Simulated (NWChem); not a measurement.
System: Si2H4ClF; SMILES F[Si@@H]([SiH3])Cl

The following NWChem deck was run.

```
start job
memory heap 200 mb stack 900 mb global 1100 mb
geometry units angstroms noautosym nocenter noautoz
  F      1.840752     0.303670     0.398739
  Si     0.451561     0.136183    -0.425688
  Si    -0.519467    -1.921600     0.115401
  Cl    -0.830928     1.635438     0.178497
  H      0.762202     0.349853    -1.864070
  H      0.389271    -3.042813    -0.270348
  H     -0.776253    -1.959412     1.585082
  H     -1.809474    -2.048020    -0.626833
end
basis spherical
  F library 6-31g*
  Si library 6-31g*
  Cl library 6-31g*
  H library 6-31g*
end
dft
  xc b3lyp
  iterations 150
end
cosmo
  do_cosmo_smd true
  solvent cychexan
end
task dft energy
```

Excerpt of the output:

```
             Northwest Computational Chemistry Package (NWChem) 7.3.0
             --------------------------------------------------------

                             Geometry "geometry" -> ""
                             -------------------------

 Output coordinates in angstroms (scale by  1.889725989 to convert to a.u.)

  No.       Tag          Charge          X              Y              Z
 ---- ---------------- ---------- -------------- -------------- --------------
    1 F                    9.0000     1.84075200     0.30367000     0.39873900
    2 Si                  14.0000     0.45156100     0.13618300    -0.42568800
    3 Si                  14.0000    -0.51946700    -1.92160000     0.11540100
    4 Cl                  17.0000    -0.83092800     1.63543800     0.17849700
    5 H                    1.0000     0.76220200     0.34985300    -1.86407000
    6 H                    1.0000     0.38927100    -3.04281300    -0.27034800
    7 H                    1.0000    -0.77625300    -1.95941200     1.58508200
    8 H                    1.0000    -1.80947400    -2.04802000    -0.62683300

 Effective nuclear repulsion energy (a.u.)     274.5959408833

                                 NWChem DFT Module
                                 -----------------

 Summary of "ao basis" -> "ao basis" (spherical)
 ------------------------------------------------------------------------------
       Tag                 Description            Shells   Functions and Types
 ---------------- ------------------------------  ------  ---------------------
 F                           6-31g*                  6       14   3s2p1d
 Si                          6-31g*                  8       18   4s3p1d
 Cl                          6-31g*                  8       18   4s3p1d
 H                           6-31g*                  2        2   2s

 in cosmo_initialize ...
 calling solv_data for solv:cychexan

 solvent parameters
 solvname_short: cychexan
 solvname_long:  cyclohexane
 dielec:        2.0165
 dielecinf:     2.0352
 nonaqueous SMD model solvent descriptors
 dielec:        2.0165
 sola:          0.0000
 solb:          0.0000
 solc:          0.0000
 solg:         35.4800
 solh:          0.0000
 soln:          1.4266

          ---------------
          -cosmo- solvent
          ---------------
 Cosmo: York-Karplus, doi: 10.1021/jp992097l
 dielectric constant -eps-     =   2.02
 screen = (eps-1)/(eps    )    =   0.50409
 surface charge correction     = lagrangian

[...]

                                COSMO-SMD solvation results
                                ---------------------------

             internal energy in gas <Psi(g)|H|Psi(g)> =     -1141.525159211906
         internal energy in solvent <Psi(s)|H|Psi(s)> =     -1141.525058037802
                               delta internal energy  =         0.000101174104 (    0.06 kcal/mol)
   total free energy in solvent <Psi(s)|H+V/2|Psi(s)> =     -1141.526733710398
 polarization energy contribution <Psi(s)|V/2|Psi(s)> =        -0.001675672596 (   -1.05 kcal/mol)
    total free energy in solvent including G(SMD-CDS) =     -1141.527861235200
                       G(SMD-CDS) energy contribution =        -0.001127524802 (   -0.71 kcal/mol)
     1 M fixed-concentration free energy of solvation =        -0.002702023294 (   -1.70 kcal/mol)

                       DFT Final Molecular Orbital Analysis
                       ------------------------------------

 Vector   27  Occ=2.000000D+00  E=-3.522634D-01
              MO Center= -5.4D-01,  3.8D-01,  1.3D-01, r^2= 4.4D+00
   Bfn.  Coefficient  Atom+Function         Bfn.  Coefficient  Atom+Function
  ----- ------------  ---------------      ----- ------------  ---------------
    59     -0.350917  4 Cl pz                57      0.341572  4 Cl px
    58      0.249957  4 Cl py                39     -0.211167  3 Si px
    63     -0.188444  4 Cl pz                22      0.182089  2 Si py
     4     -0.174323  1 F  py                61      0.172718  4 Cl px
    76      0.145406  8 H  s                 62      0.143383  4 Cl py

 Vector   28  Occ=2.000000D+00  E=-3.400252D-01
              MO Center= -6.7D-01,  1.4D+00,  1.1D-01, r^2= 2.2D+00
   Bfn.  Coefficient  Atom+Function         Bfn.  Coefficient  Atom+Function
  ----- ------------  ---------------      ----- ------------  ---------------
    59      0.548904  4 Cl pz                57      0.380437  4 Cl px
    63      0.293166  4 Cl pz                55     -0.214787  4 Cl pz
    61      0.209499  4 Cl px                58      0.174950  4 Cl py
    53     -0.148817  4 Cl px                 3      0.104048  1 F  px
    70      0.095452  5 H  s                 62      0.090371  4 Cl py

 Vector   29  Occ=2.000000D+00  E=-2.978020D-01
              MO Center= -1.5D-01, -2.1D-01, -2.0D-01, r^2= 4.2D+00
   Bfn.  Coefficient  Atom+Function         Bfn.  Coefficient  Atom+Function
  ----- ------------  ---------------      ----- ------------  ---------------
    58      0.328010  4 Cl py                40      0.323920  3 Si py
    22     -0.268141  2 Si py                70     -0.237321  5 H  s
    59     -0.203545  4 Cl pz                62      0.185638  4 Cl py
    69     -0.152814  5 H  s                 23      0.151550  2 Si pz
    39      0.150995  3 Si px                20      0.138010  2 Si s

 Vector   30  Occ=0.000000D+00  E=-1.520519D-02
              MO Center=  2.0D-01, -5.3D-01, -3.1D-01, r^2= 4.5D+00
   Bfn.  Coefficient  Atom+Function         Bfn.  Coefficient  Atom+Function
  ----- ------------  ---------------      ----- ------------  ---------------
    25      0.770973  2 Si px                24     -0.549421  2 Si s
    42      0.478885  3 Si s                 76      0.454204  8 H  s
    43      0.421045  3 Si px                21      0.351442  2 Si px
    60      0.342635  4 Cl s                  6     -0.330718  1 F  s
    72     -0.276394  6 H  s                 74     -0.274787  7 H  s

[...]
```

Level: B3LYP/6-31G* (spherical d), SMD on the gas-phase geometry. Coordinates come from a PBE0/def2-SVP optimisation. Solvent: cyclohexane.
